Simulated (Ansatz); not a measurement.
Q: Predict a relaxed structure of `Cc1cc(-c2sc(-c3sc(-c4sc(-c5sc(-c6sc(N(C)C)cc6C)cc5C)cc4C)cc3C)cc2C)sc1C#N`, charge 0, singlet, at PBE-D4/def2-SVP (Ansatz).

A: 
Cartesian coordinates in Å:
```
C -9.251 4.826 -5.880
C -8.776 3.941 -4.765
C -7.423 3.589 -4.533
C -7.215 2.750 -3.431
C -5.962 2.229 -2.951
S -4.495 2.658 -3.814
C -3.485 1.728 -2.724
C -2.058 1.636 -2.871
S -1.162 0.631 -1.742
C 0.375 1.018 -2.491
C 1.593 0.467 -1.960
S 1.603 -0.211 -0.340
C 3.299 -0.646 -0.444
C 3.951 -1.281 0.671
S 3.203 -1.211 2.259
C 4.480 -2.165 2.994
C 4.484 -2.515 4.387
S 5.833 -3.482 4.996
C 5.180 -3.480 6.624
N 5.858 -4.093 7.649
C 6.960 -4.984 7.346
C 5.190 -4.206 8.930
C 3.968 -2.789 6.669
C 3.576 -2.234 5.418
C 2.313 -1.441 5.240
C 5.434 -2.489 2.021
C 5.155 -2.006 0.719
C 6.042 -2.273 -0.464
C 3.804 -0.272 -1.694
C 2.862 0.350 -2.555
C 3.203 0.810 -3.944
C 0.167 1.873 -3.579
C -1.188 2.228 -3.805
C -1.620 3.145 -4.913
C -4.285 1.125 -1.746
C -5.671 1.393 -1.856
C -6.692 0.839 -0.906
S -8.746 2.385 -2.655
C -9.627 3.356 -3.816
C -11.030 3.480 -3.729
N -12.202 3.591 -3.667
H -8.973 4.404 -6.867
H -8.787 5.831 -5.813
H -10.350 4.953 -5.858
H -6.596 3.944 -5.164
H 7.651 -4.501 6.624
H 7.533 -5.192 8.270
H 6.631 -5.957 6.907
H 5.903 -4.591 9.682
H 4.838 -3.210 9.272
H 4.305 -4.887 8.899
H 3.366 -2.679 7.580
H 1.635 -1.905 4.492
H 1.758 -1.363 6.196
H 2.520 -0.409 4.883
H 6.329 -3.085 2.254
H 6.780 -3.064 -0.230
H 5.456 -2.598 -1.348
H 6.612 -1.368 -0.766
H 4.852 -0.418 -1.981
H 3.279 1.917 -4.007
H 2.435 0.495 -4.679
H 4.178 0.395 -4.267
H 0.986 2.274 -4.188
H -0.746 3.497 -5.494
H -2.315 2.642 -5.619
H -2.152 4.040 -4.525
H -3.863 0.492 -0.953
H -7.254 1.646 -0.388
H -7.444 0.211 -1.428
H -6.209 0.214 -0.131
```
 This is one stationary point.

Single mean-field runs in def2-SVP are fitted with def2-universal-jkfit.
